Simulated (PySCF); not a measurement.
**Distorted geometries of [La(H2O)]3+**

[La(H2O)]3+ (singlet). PySCF 2.14.0, RKS r2SCAN, La lcecp-1-SVP with ECP46, O def2-SVP, H def2-SVP; non-relativistic Hamiltonian with scalar-relativistic core potentials where named; density fitting; no spin-orbit coupling. Relaxed geometry:

```xyz
4

La    0.0000    0.0000   -0.1555
O     0.0000    0.0000    2.1838
H     0.7770    0.0000    2.8130
H    -0.7770    0.0000    2.8130
```

Q: Order these distorted geometries by energy above the relaxed one, lowest first.
A.
```xyz
4

La   -0.0108   -0.0086   -0.1715
O     0.0118    0.0056    2.1869
H     0.7966    0.0107    2.8066
H    -0.7975   -0.0077    2.8324
```
B.
```xyz
4

La   -0.0604   -0.0002   -0.2380
O    -0.1109    0.1062    2.2720
H     0.9454   -0.2020    2.7450
H    -0.7742    0.0959    2.8753
```
C.
```xyz
4

La   -0.1580    0.1724   -0.1018
O     0.0834   -0.1746    2.0048
H     1.0048    0.1302    2.8516
H    -0.9302   -0.1281    2.8999
```

A: A (0.03 eV), B (1.15 eV), C (2.34 eV).

Q: Which forces (eV/Å) act in the one that lies 1.15 eV up?

A: 
```
La  -0.31  0.21  1.26
O    8.84 -1.50 -4.89
H   -4.55  1.35 -0.83
H   -3.98 -0.06  4.47
```
Forces carry noise of the integration grid, about 0.01 to 0.03 eV/Å.

No frequency check is given that shows the relaxed geometry to be a minimum.
